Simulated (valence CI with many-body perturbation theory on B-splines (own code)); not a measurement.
## From CI to CI+MBPT in La XXV

Computed by configuration interaction combined with many-body perturbation theory (CI+MBPT): five valence electrons over a frozen Dirac-Fock core [Ar] 3d10, a basis of 9 s, 9 p, 8 d, 6 f, 3 g, 1 h functions for each j, with the one-electron correlation potential Σ1, the two-electron term Σ2, the three-electron term Σ3, Breit, model QED; selected CI, second order for the rest (own B-spline code, finite nucleus).

No measured levels were compared; by estimate levels hold to about 250 cm⁻¹ or 0.2 % of their energy and the worst to 1 %, as in measured heavy ions of charge 2 to 7; those with d or f electrons hold less well. Among the levels kept, up to 280 cm⁻¹ of a level comes from second order outside the variational space, and about a tenth of that is noise between levels of different J, which matters for small intervals.

Each rung adds one term. CI alone is the Dirac-Coulomb CI over the frozen core; QED comes last and gives the full result, which names the levels. Energies are above (4s^2 4p1/2^2 4p3/2) J=3/2 on the same rung, in eV.

Levels are named by their leading jj configuration (3d3/2^4 stands for four electrons in 3d with j = 3/2), which in mixed levels can hold well under half, so a name can repeat and another be missing. Letters in brackets count levels of one name in rising energy.

```
                             Level  CI alone    + Σ1    + Σ2    + Σ3  + Breit    Full
        (4s^2 4p1/2 4p3/2^2) J=3/2     18.88   19.00   19.11   19.12    18.85   18.89
        (4s^2 4p1/2 4p3/2^2) J=5/2     22.47   22.59   22.65   22.66    22.36   22.40
        (4s^2 4p1/2 4p3/2^2) J=1/2     27.07   27.20   27.18   27.16    26.89   26.92
              (4s^2 4p3/2^3) J=3/2     46.32   46.57   46.68   46.68    46.12   46.19
        (4s 4p1/2^2 4p3/2^2) J=5/2     75.25   75.35   75.59   75.63    75.59   75.26
        (4s 4p1/2^2 4p3/2^2) J=3/2     84.14   84.24   84.27   84.31    84.22   83.93
        (4s 4p1/2^2 4p3/2^2) J=1/2     85.17   85.29   85.31   85.33    85.27   84.95
        (4s^2 4p1/2^2 4d3/2) J=3/2     95.77   95.82   95.92   95.96    95.73   95.59
      (4s 4p1/2 4p3/2^3) J=3/2 [a]     99.29   99.39   99.36   99.39    99.14   98.93
          (4s 4p1/2 4p3/2^3) J=5/2    102.16  102.34  102.47  102.51   102.16  101.93
        (4s^2 4p1/2^2 4d5/2) J=5/2    103.84  103.86  103.69  103.72   103.39  103.32
          (4s 4p1/2 4p3/2^3) J=1/2    107.74  107.92  107.81  107.84   107.50  107.27
      (4s 4p1/2 4p3/2^3) J=3/2 [b]    108.76  108.91  108.85  108.90   108.51  108.34
(4s^2 4p1/2 4p3/2 4d3/2) J=5/2 [a]    114.09  114.15  114.21  114.26   113.79  113.77
(4s^2 4p1/2 4p3/2 4d3/2) J=1/2 [a]    116.09  116.19  116.09  116.13   115.69  115.63
    (4s^2 4p1/2 4p3/2 4d3/2) J=7/2    116.77  116.83  116.87  116.92   116.40  116.39
(4s^2 4p1/2 4p3/2 4d3/2) J=3/2 [a]    118.30  118.42  118.06  118.09   117.65  117.56
(4s^2 4p1/2 4p3/2 4d5/2) J=7/2 [a]    118.41  118.51  118.54  118.60   118.02  118.02
    (4s^2 4p1/2 4p3/2 4d5/2) J=9/2    121.99  122.10  122.11  122.15   121.52  121.52
(4s^2 4p1/2 4p3/2 4d5/2) J=5/2 [a]    123.80  123.91  123.65  123.68   123.10  123.09
(4s^2 4p1/2 4p3/2 4d5/2) J=3/2 [a]    125.31  125.42  124.78  124.79   124.29  124.24
(4s^2 4p1/2 4p3/2 4d3/2) J=5/2 [b]    128.77  128.86  128.08  128.08   127.57  127.54
(4s^2 4p1/2 4p3/2 4d3/2) J=1/2 [b]    129.52  129.63  128.85  128.85   128.38  128.34
(4s^2 4p1/2 4p3/2 4d3/2) J=3/2 [b]    129.81  129.91  129.06  129.06   128.56  128.53
(4s^2 4p1/2 4p3/2 4d5/2) J=7/2 [b]    129.45  129.57  129.35  129.37   128.74  128.75
                (4s 4p3/2^4) J=1/2    130.09  130.36  130.27  130.29   129.67  129.50
(4s^2 4p1/2 4p3/2 4d5/2) J=3/2 [b]    133.67  133.78  133.40  133.38   132.81  132.81
(4s^2 4p1/2 4p3/2 4d5/2) J=5/2 [b]    135.28  135.38  134.42  134.39   133.85  133.84
    (4s^2 4p1/2 4p3/2 4d5/2) J=1/2    138.24  138.39  137.39  137.35   136.82  136.76
        (4s^2 4p3/2^2 4d5/2) J=7/2    141.85  142.08  142.17  142.22   141.34  141.38
        (4s^2 4p3/2^2 4d5/2) J=9/2    143.31  143.53  143.61  143.65   142.77  142.80
```

How does the ionisation energy move along the ladder, and which term matters most?

CI alone 807.19, + Σ1 808.51, + Σ2 808.57, + Σ3 808.35, + Breit 807.94, + QED 807.93 eV. The largest step is Σ1, 1.32 eV. NIST lists 806 ± 4 eV (theoretical).
